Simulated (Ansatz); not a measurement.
Cost and result for the atomization energy of `CO[SiH](Cl)SC` (13 atoms, 12 bonds).

Z-matrix (Å, degrees):
```
C
O 1 1.413
H 1 1.094 2 111.0
H 1 1.095 2 111.3 3 -121.5
H 1 1.090 2 107.8 3 119.3
Si 2 1.622 1 125.3 3 63.9
S 6 2.102 2 105.6 1 -176.6
Cl 6 2.064 2 110.4 1 -55.6
H 6 1.482 2 112.6 1 60.4
C 7 1.819 6 97.8 2 -179.3
H 10 1.089 7 110.9 6 -66.6
H 10 1.090 7 111.4 6 56.4
H 10 1.089 7 106.3 6 174.7
```

Total charge 0; spin multiplicity 1. The structure was optimised at the PBE0-D4/def2-TZVP level. It is one conformer, not always the lowest. Program: Ansatz. All runs use 2 threads of an AMD EPYC 7R13 on a shared host and a share of an NVIDIA H100 80 GB. Times are those of one run each, without the atoms' runs, and a repeat can differ threefold. Electronic energies, without spin–orbit coupling; frozen cores. CCSD(T)/CBS adds CCSD(T) − MP2 in def2-TZVPP to the MP2 limit, and its time is that of the two runs behind it. T1 = 0.011. B3LYP takes the VWN-RPA correlation (the form of Gaussian; ORCA's B3LYP/G).

CCSD(T)/CBS is a level of theory with its own doubt, some kJ/mol a heavy atom from the limit and from the frozen cores, so smaller differences don't rank the functionals.

```
                             level  functions  wall time  atomization (kJ/mol)  difference from CCSD(T)/CBS  per bond
                PBE0-D4/def2-TZVPP        317      1.8 s                4769.6                         -5.4      -0.5
   PBE-D4/def2-TZVPP (with forces)        317      2.1 s                4837.2                         62.2       5.2
 B3LYP-D4/def2-TZVPP (with forces)        317      2.1 s                4750.1                        -24.9      -2.1
                 B2PLYP/def2-TZVPP        317      2.5 s                4699.7                        -75.3      -6.3
r2SCAN-D4/def2-TZVPP (with forces)        317      2.5 s                4785.5                         10.5       0.9
                ωB97X-V/def2-TZVPP        317      2.6 s                4788.8                         13.8       1.1
  ωB97M-V/def2-TZVPP (with forces)        317      3.6 s                4791.0                         16.0       1.3
                CCSD(T)/def2-TZVPP        317      4.1 s                4639.2                       -135.8     -11.3
                    MP2/def2-QZVPP        591      4.5 s                4802.3                         27.3       2.3
                 CCSD(T)/CBS(def2)          –      8.6 s                4775.0                          0.0       0.0
```

In def2-TZVPP, CCSD(T) changes the Hartree–Fock value by +1136.5 kJ/mol (the triples alone add +70.8 kJ/mol) and MP2 by +1219.2 kJ/mol; breaking electron pairs costs correlation energy, which Hartree–Fock lacks. The D4 term adds +56.5 kJ/mol with B3LYP and +29.9 kJ/mol with PBE0; it sums over pairs of atoms, weighted by their polarisabilities, and B3LYP, whose exchange is more repulsive, gets the larger term. From PBE to PBE0 (25 % exact exchange), in def2-TZVPP and without D4, the atomization energy moves by −62.6 kJ/mol: exact exchange takes away binding that semilocal exchange gives to molecules.
